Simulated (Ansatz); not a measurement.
Cost and result for the atomization energy of CH₄FGeNS (`[F][GeH]1[NH]C[S]1`) (9 atoms, 9 bonds).

```xyz
9

F    -2.571    0.325   -0.656
Ge   -1.181   -0.528   -0.060
N     0.367    0.085   -0.785
C     1.052    0.545    0.413
S    -0.232    0.336    1.727
H    -1.625   -1.992   -0.155
H     0.923   -0.311   -1.525
H     1.925   -0.058    0.678
H     1.340    1.599    0.362
```

Charge 0, multiplicity 1. Correlated methods include outer-core shells of Ge, which these sets cover unevenly. Scalar relativity is left out up to krypton. The geometry is a stationary point of PBE0-D4/def2-TZVP. Program: Ansatz. All runs use 4 threads of an Intel Xeon Platinum 8488C on a shared host. Times are those of one run each, without the atoms' runs, and a repeat can differ threefold. Electronic energies, without spin–orbit coupling; frozen cores. CCSD(T)/CBS adds CCSD(T) − MP2 in def2-TZVPP to the MP2 limit, and its time is that of the two runs behind it. T1 = 0.012. With those shells the extrapolation isn't a true limit. B3LYP takes the VWN-RPA correlation (the form of Gaussian; ORCA's B3LYP/G).

CCSD(T)/CBS is a level of theory with its own doubt, some kJ/mol a heavy atom from the limit and from the frozen cores, so smaller differences don't rank the functionals.

```csv
level,functions,wall time,atomization (kcal/mol),difference from CCSD(T)/CBS,per bond
PBE-D4/def2-TZVPP (with forces),239,1.7 s,769.5,18.9,2.1
PBE0-D4/def2-TZVPP,239,2.3 s,749.9,-0.7,-0.1
r2SCAN-D4/def2-TZVPP (with forces),239,3 s,749.7,-0.9,-0.1
B3LYP-D4/def2-TZVPP (with forces),239,3.5 s,743.5,-7.1,-0.8
B2PLYP/def2-TZVPP,239,4.2 s,737.4,-13.2,-1.5
ωB97X-V/def2-TZVPP,239,5.5 s,755.6,5.0,0.6
ωB97M-V/def2-TZVPP (with forces),239,7.5 s,750.4,-0.2,0.0
MP2/def2-QZVPP,450,16 s,759.5,8.9,1.0
CCSD(T)/def2-TZVPP,239,100 s,727.2,-23.4,-2.6
CCSD(T)/CBS(def2),–,120 s,750.6,0.0,0.0
```

The D4 term adds +8.8 kcal/mol with B3LYP and +4.5 kcal/mol with PBE0; it sums over pairs of atoms, weighted by their polarisabilities, and B3LYP, whose exchange is more repulsive, gets the larger term. In def2-TZVPP, CCSD(T) changes the Hartree–Fock value by +225.7 kcal/mol (the triples alone add +15.9 kcal/mol) and MP2 by +244.2 kcal/mol; breaking electron pairs costs correlation energy, which Hartree–Fock lacks. From PBE to PBE0 (25 % exact exchange), in def2-TZVPP and without D4, the atomization energy moves by −18.7 kcal/mol: exact exchange takes away binding that semilocal exchange gives to molecules.
